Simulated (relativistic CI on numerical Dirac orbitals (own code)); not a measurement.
Cl2+: what numerical and physical settings do to a radial Dirac CI calculation

Reference input:

```
atom Cl  Z=17  charge=2  electrons=15
nucleus A=35  rms_radius_fm=3.3654
hamiltonian dirac-coulomb  breit=on  qed=on  c_scale=1
orbitals kli  potential=per-configuration
slater_scale 1
correlation none
mixing on
grid step=0.0125 r_max=34.3
scf mixing=0.4 start=green max_iterations=150 tolerance=2e-08 node_fill=0.05
configurations
  [Ne] 3s2 3p3
end
```

Computed lowest total energy -459.49754 Ha, first excitation 22414.9 cm⁻¹, 10 SCF steps. Runs with settings changed; * marks those that are bad on purpose (the QED terms keep the true α when c is scaled):

| Changed | Outcome | Lowest level | ΔE (Ha) | First excitation (cm⁻¹) | SCF steps | Message |
| --- | --- | --- | --- | --- | --- | --- |
| start potential bare, end of the grid at 17.15 bohr, node fill of the KLI weights 0 | converged | 3p3 4S°_3/2 | 0.0004 | 22462.2 | 12 |  |
| Breit term off | converged | 3p3 4S°_3/2 | -0.108 | 22408.8 | 10 |  |
| node fill of the KLI weights 0.5 | converged | 3p3 4S°_3/2 | 0.0112 | 22103.0 | 10 |  |
| Slater scale 1.2 | converged | 3p3 4S°_3/2 | -0.0204 | 26910.0 | 10 |  |
| speed of light × 0.2 * | converged | 3p3 4S°_3/2 | -40.5 | 27512.1 | 10 |  |
| node fill of the KLI weights 50 * | converged | 3p3 4S°_3/2 | 0.272 | 20182.8 | 11 |  |

With so few configurations and no correlation, terms lie too far apart (by 10 to 50 % near neutrality), their order can be wrong, and levels of other configurations are missing.
